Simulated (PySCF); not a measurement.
Isomers of C6H12O2Si. Method: PySCF 2.14.0, PBE0-D3(BJ)/def2-SVP geometry optimisation, gas phase. One conformer each; no zero-point energy, no entropy. No frequencies were run at this level. Point groups hold within 0.08 Å.

**Question.** Order them by energy at this level, lowest first, and give relative energies in kcal/mol.
A. `[CH3:1][C:2](=[O:3])[O:4][C@H:5]1[CH2:6][CH2:7][SiH2:8][CH2:9]1` with C1–C2–O4–C5 179°, C2–O4–C5–C6 81°, O4–C5–C6–C7 173°, C5–C6–C7–Si8 -37°, C6–C7–Si8–C9 13°, C7–Si8–C9–C5 14°
B. `[CH2:1]=[CH:2][CH2:3][Si@@:4]([CH3:5])([OH:6])[O:7][CH:8]=[CH2:9]` with C1–C2–C3–Si4 105°, C2–C3–Si4–C5 -63°, C3–Si4–O6–H 170°, C3–Si4–O7–C8 67°, Si4–O7–C8–C9 -5°
C. `[CH3:1][C:2](=[O:3])[C@@H:4]1[CH2:5][O:6][CH2:7][CH2:8][SiH2:9]1` with C1–C2–C4–C5 -159°, C2–C4–C5–O6 180°, C4–C5–O6–C7 75°, C5–O6–C7–C8 -73°, O6–C7–C8–Si9 55°

**Answer.** B (0.0), A (13.7), C (32.5).

As drawn, the lowest has an O–H bond, an Si–O bond and a C=C bond outside aromatic rings, which the highest lacks; the highest has a C=O bond, which the lowest lacks.

```
                  SMILES      E (Eh)  E rel (kcal/mol)  dipole (D)  point group       A, B, C (MHz)
    C=CC[Si@@](C)(O)OC=C  -674.93270               0.0        1.28           C1  1905, 915.1, 786.8
 CC(=O)O[C@H]1CC[SiH2]C1  -674.91091              13.7        1.59           C1  3538, 710.0, 642.6
CC(=O)[C@@H]1COCC[SiH2]1  -674.88084              32.5        2.80           C1  2417, 975.3, 784.4
```
